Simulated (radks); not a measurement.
Question: The mean radii <r> (bohr) of the occupied orbitals of an atom or ion are listed with their occupations. Method: scalar-relativistic Kohn-Sham, PBEsol, spin-unpolarised, spherical densities, point nucleus; computed with a radial shooting solver on a logarithmic mesh with Libxc functionals.

| orbital | occ. | <r> |
|---|---|---|
| 1s | 2 | 0.01932 |
| 2s | 2 | 0.08185 |
| 2p | 6 | 0.07293 |
| 3s | 2 | 0.2127 |
| 3p | 6 | 0.2124 |
| 3d | 10 | 0.1925 |
| 4s | 2 | 0.4776 |
| 4p | 6 | 0.5072 |
| 4d | 10 | 0.5458 |
| 5s | 2 | 1.143 |
| 5p | 6 | 1.322 |
| 4f | 13 | 0.6827 |

Name the element and its charge.

Answer: Z = 71, lutetium, charge +4: Lu4+ in [Xe] 4f13. The 1s radius gives Z: for a bare nucleus <r> = (2 gamma + 1)/(2Z) with gamma = sqrt(1 - (Z/c)^2), 0.01909 bohr for Z = 71, and screening makes it slightly larger (0.01932 here). The occupations add up to 67, and the charge is Z minus that.
